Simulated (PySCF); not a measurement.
BaO, SMILES [O]=[Ba].

Geometry optimised at r2SCAN-D4/def2-TZVPD. The def2 effective core potentials stand for the cores of Ba; spin–orbit coupling is left out.

Computed with PySCF 2.14.0 with TDA-B3LYP/def2-TZVPD.

Vertical excitations; the highest root listed may be one member of a degenerate set. The molecule is in vacuum. State labels are in the subgroup C2v.

Estimate the UV-visible absorptions. (An estimate is asked for; the answer gives what the named calculation found.)


```json
[
 {"state": "S1", "symmetry": "A1", "energy (eV)": "2.10", "λ (nm)": "590", "f": "0.034", "main pairs": "HOMO→LUMO 99 %"},
 {"state": "S2", "symmetry": "B2", "energy (eV)": "2.79", "λ (nm)": "445", "f": "0.000", "main pairs": "HOMO−1→LUMO (degenerate set)"},
 {"state": "S3", "symmetry": "B1", "energy (eV)": "2.79", "λ (nm)": "445", "f": "0.000", "main pairs": "HOMO−2→LUMO (degenerate set)"},
 {"state": "S4", "symmetry": "B1", "energy (eV)": "3.47", "λ (nm)": "357", "f": "0.001", "main pairs": "HOMO→LUMO+1 (degenerate set)"},
 {"state": "S5", "symmetry": "B2", "energy (eV)": "3.47", "λ (nm)": "357", "f": "0.001", "main pairs": "HOMO→LUMO+2 (degenerate set)"},
 {"state": "S6", "symmetry": "A2", "energy (eV)": "3.65", "λ (nm)": "340", "f": "0.000", "main pairs": "HOMO→LUMO+4 (degenerate set)"},
 {"state": "S7", "symmetry": "A1", "energy (eV)": "3.65", "λ (nm)": "340", "f": "0.000", "main pairs": "HOMO→LUMO+5 (degenerate set)"},
 {"state": "S8", "symmetry": "A1", "energy (eV)": "4.00", "λ (nm)": "310", "f": "0.028", "main pairs": "HOMO→LUMO+3 80 %"},
 {"state": "S9", "symmetry": "A2", "energy (eV)": "4.22", "λ (nm)": "294", "f": "0.000", "main pairs": "HOMO−1→LUMO+1, HOMO−2→LUMO+2 (degenerate set)"},
 {"state": "S10", "symmetry": "A1", "energy (eV)": "4.22", "λ (nm)": "294", "f": "0.000", "main pairs": "HOMO−1→LUMO+2, HOMO−2→LUMO+1 (degenerate set)"},
 {"state": "T1", "symmetry": "A1", "energy (eV)": "2.00", "λ (nm)": "618", "f": "0", "main pairs": "HOMO→LUMO 99 %"},
 {"state": "T2", "symmetry": "B2", "energy (eV)": "2.75", "λ (nm)": "451", "f": "0", "main pairs": "HOMO−1→LUMO (degenerate set)"},
 {"state": "T3", "symmetry": "B1", "energy (eV)": "2.75", "λ (nm)": "451", "f": "0", "main pairs": "HOMO−2→LUMO (degenerate set)"},
 {"state": "T4", "symmetry": "B2", "energy (eV)": "3.47", "λ (nm)": "358", "f": "0", "main pairs": "HOMO→LUMO+2 97 %"}
]
```
Triplets are in the Tamm–Dancoff approximation.
